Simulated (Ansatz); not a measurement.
`[SiH3][SiH2][GeH2][SiH3]`, charge 0, multiplicity 1.

Question: Give a relaxed structure at PBE0-D4/def2-TZVP (Ansatz 0.2.0). (Best estimate.)

Answer: Ansatz gave: 
Cartesian coordinates in Å:
```
Si -0.585 -1.286 1.933
Si -1.283 0.640 0.808
Ge -0.474 0.589 -1.432
Si 1.896 0.378 -1.450
H 0.902 -1.327 1.971
H -1.100 -1.321 3.328
H -1.072 -2.493 1.212
H -2.770 0.731 0.818
H -0.738 1.845 1.492
H -0.895 1.866 -2.185
H -1.099 -0.614 -2.165
H 2.506 1.499 -0.686
H 2.426 0.398 -2.839
H 2.285 -0.904 -0.805
```
This is one stationary point; other conformers may exist.
